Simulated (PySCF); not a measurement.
# Two-component Hartree-Fock for Bi⁺ (bismuth, charge +1)

Start: [Xe] 4f14 5d10 6s2 6p1 7s1; 6p3/2 filled at m_j = +3/2; 7s1/2 filled at m_j = +1/2. Calculated with PySCF 2.14 in x2c-SVPall-2c with one added diffuse shell each of s, p type (8s12p7d2f, 93 functions): generalised Hartree-Fock with the X2C-1e Hamiltonian and a Gaussian nucleus; one run each with spin-orbit coupling (SO) switched off, then screened by Boettger's factors. This is a chosen level, not necessarily the ground level.

```json
{"spinor shell": "1s1/2", "electrons": "2", "ε, spin-free (eV)": "-91056.4", "ε, screened SO (eV)": "-91014.7", "weight of nominal j (screened SO)": "1.000", "rms radius, screened SO (bohr)": "0.0178"}
{"spinor shell": "2s1/2", "electrons": "2", "ε, spin-free (eV)": "-16530.5", "ε, screened SO (eV)": "-16517.3", "weight of nominal j (screened SO)": "1.000", "rms radius, screened SO (bohr)": "0.0718"}
{"spinor shell": "2p1/2", "electrons": "2", "ε, spin-free (eV)": "-14165.1", "ε, screened SO (eV)": "-15847.1", "weight of nominal j (screened SO)": "1.000", "rms radius, screened SO (bohr)": "0.0606"}
{"spinor shell": "3s1/2", "electrons": "2", "ε, spin-free (eV)": "-4073.2", "ε, screened SO (eV)": "-4068.8", "weight of nominal j (screened SO)": "1.000", "rms radius, screened SO (bohr)": "0.183"}
{"spinor shell": "3p1/2", "electrons": "2", "ε, spin-free (eV)": "-3387.3", "ε, screened SO (eV)": "-3766.7", "weight of nominal j (screened SO)": "1.000", "rms radius, screened SO (bohr)": "0.175"}
{"spinor shell": "3p3/2", "electrons": "4", "ε, spin-free (eV)": "-3387.3", "ε, screened SO (eV)": "-3238.8", "weight of nominal j (screened SO)": "1.000", "rms radius, screened SO (bohr)": "0.192"}
{"spinor shell": "3d3/2", "electrons": "4", "ε, spin-free (eV)": "-2683.7", "ε, screened SO (eV)": "-2748.0", "weight of nominal j (screened SO)": "1.000", "rms radius, screened SO (bohr)": "0.168"}
{"spinor shell": "3d5/2", "electrons": "6", "ε, spin-free (eV)": "-2683.7", "ε, screened SO (eV)": "-2637.2", "weight of nominal j (screened SO)": "1.000", "rms radius, screened SO (bohr)": "0.172"}
{"spinor shell": "4s1/2", "electrons": "2", "ε, spin-free (eV)": "-984.16", "ε, screened SO (eV)": "-982.95", "weight of nominal j (screened SO)": "1.000", "rms radius, screened SO (bohr)": "0.401"}
{"spinor shell": "4p1/2", "electrons": "2", "ε, spin-free (eV)": "-755.63", "ε, screened SO (eV)": "-850.14", "weight of nominal j (screened SO)": "1.000", "rms radius, screened SO (bohr)": "0.404"}
{"spinor shell": "4p3/2", "electrons": "4", "ε, spin-free (eV)": "-755.63", "ε, screened SO (eV)": "-718.53", "weight of nominal j (screened SO)": "1.000", "rms radius, screened SO (bohr)": "0.438"}
{"spinor shell": "4d3/2", "electrons": "4", "ε, spin-free (eV)": "-487.66", "ε, screened SO (eV)": "-501.81", "weight of nominal j (screened SO)": "1.000", "rms radius, screened SO (bohr)": "0.450"}
{"spinor shell": "4d5/2", "electrons": "6", "ε, spin-free (eV)": "-487.66", "ε, screened SO (eV)": "-477.30", "weight of nominal j (screened SO)": "1.000", "rms radius, screened SO (bohr)": "0.455"}
{"spinor shell": "5s1/2", "electrons": "2", "ε, spin-free (eV)": "-193.88", "ε, screened SO (eV)": "-193.90", "weight of nominal j (screened SO)": "1.000", "rms radius, screened SO (bohr)": "0.891"}
{"spinor shell": "4f5/2", "electrons": "6", "ε, spin-free (eV)": "-191.40", "ε, screened SO (eV)": "-193.98", "weight of nominal j (screened SO)": "1.000", "rms radius, screened SO (bohr)": "0.479"}
{"spinor shell": "4f7/2", "electrons": "8", "ε, spin-free (eV)": "-191.40", "ε, screened SO (eV)": "-188.62", "weight of nominal j (screened SO)": "1.000", "rms radius, screened SO (bohr)": "0.481"}
{"spinor shell": "5p1/2", "electrons": "2", "ε, spin-free (eV)": "-127.15", "ε, screened SO (eV)": "-145.52", "weight of nominal j (screened SO)": "1.000", "rms radius, screened SO (bohr)": "0.952"}
{"spinor shell": "5p3/2", "electrons": "4", "ε, spin-free (eV)": "-127.15", "ε, screened SO (eV)": "-120.37", "weight of nominal j (screened SO)": "1.000", "rms radius, screened SO (bohr)": "1.04"}
{"spinor shell": "5d3/2", "electrons": "4", "ε, spin-free (eV)": "-47.868", "ε, screened SO (eV)": "-49.789", "weight of nominal j (screened SO)": "0.998", "rms radius, screened SO (bohr)": "1.29"}
{"spinor shell": "5d5/2", "electrons": "6", "ε, spin-free (eV)": "-47.868", "ε, screened SO (eV)": "-46.809", "weight of nominal j (screened SO)": "0.999", "rms radius, screened SO (bohr)": "1.32"}
{"spinor shell": "6s1/2", "electrons": "2", "ε, spin-free (eV)": "-28.809", "ε, screened SO (eV)": "-28.946", "weight of nominal j (screened SO)": "1.000", "rms radius, screened SO (bohr)": "2.25"}
{"spinor shell": "6p3/2", "electrons": "1", "ε, spin-free (eV)": "-17.902", "ε, screened SO (eV)": "-17.210", "weight of nominal j (screened SO)": "1.000", "rms radius, screened SO (bohr)": "3.02"}
{"spinor shell": "7s1/2", "electrons": "1", "ε, spin-free (eV)": "-7.817", "ε, screened SO (eV)": "-7.871", "weight of nominal j (screened SO)": "1.000", "rms radius, screened SO (bohr)": "5.63"}
```

(1) Where does 2p3/2 lie, and what is the 2p spin-orbit splitting (screened SO)?

| quantity | spin-free | screened SO |
| --- | --- | --- |
| E (hartree) | -21512.06268 | -21552.98205 |
| M_J | 2 | 2 |
| ⟨J²⟩ | 6.006 | 6.006 |
| ⟨L²⟩ | 2.004 | 2.201 |
| ⟨S²⟩ | 2.002 | 2.199 |

Each row is a mean over spinors that exchange with the open shell spreads, by up to 2.185 eV (6s1/2).

Breit and QED terms are absent; they matter most for the inner s and p1/2 levels.

Densities and radii are taken from the X2C orbitals without a picture-change correction, which distorts them close to the nucleus.

Without spin-orbit coupling the j labels of p, d and f shells carry no meaning; the spin-free column gives the mean over the occupied spinors of each nl shell.

Answers

(1) At -13521.7 eV, 2325.4 eV above 2p1/2.
